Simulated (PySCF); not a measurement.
Compound: C₅H₁₁FO.
Numbering: `[CH3:1][O:2][C:3]([CH3:4])([CH3:5])[CH2:6][F:7]` (hydrogens: H8, H9, H10 on C1; H11, H12, H13 on C4; H14, H15, H16 on C5; H17, H18 on C6)

Computed geometry: GFN2-xTB, gas phase.

Problem. What internal coordinates does the optimisation give?

Solution. 
```tsv
bond	length (Å)	order
C1–O2	1.410	single
O2–C3	1.421	single
C3–C4, C3–C5	1.532	single
C3–C6	1.543	single
C6–F7	1.375	single
C1–H8, C1–H9, C1–H10	1.092	single
C4–H11 and 5 like bonds	1.086	single
C6–H17, C6–H18	1.094	single
```

Bonds in one row agree within 0.01 Å and their mean is given. Orders are formal, as drawn. A selection of angles:
```tsv
angle	degrees
O2–C1–H8	111.9
O2–C1–H9	105.3
H8–C1–H9	108.9
C1–O2–C3	117.4
O2–C3–C4	112.8
O2–C3–C5	104.1
O2–C3–C6	111.3
C4–C3–C5	110.5
C4–C3–C6	110.2
C5–C3–C6	107.7
C3–C4–H11	109.6
C3–C4–H12	111.0
H11–C4–H12	109.2
H12–C4–H13	108.3
C3–C6–F7	112.8
C3–C6–H17	110.3
F7–C6–H17	106.2
F7–C6–H18	106.9
H17–C6–H18	110.3
```

Dihedral angles: C1–O2–C3–C4 -56° (synclinal); O2–C3–C6–F7 -81° (synclinal). The mirror-image conformer, all signs reversed, is as good.

Of the pairs four or more bonds apart, F7···H10 is among the closest relative to their van der Waals radii: 2.39 Å, 90 % of the sum of Bondi's values. O2 (ether oxygen) is bent (angle 117.4°).

Point group: C1 (no symmetry element, even within 0.4 Å). No GFN2-xTB frequencies stand behind this structure, so it isn't proved a minimum. The numbers are those of one conformer.
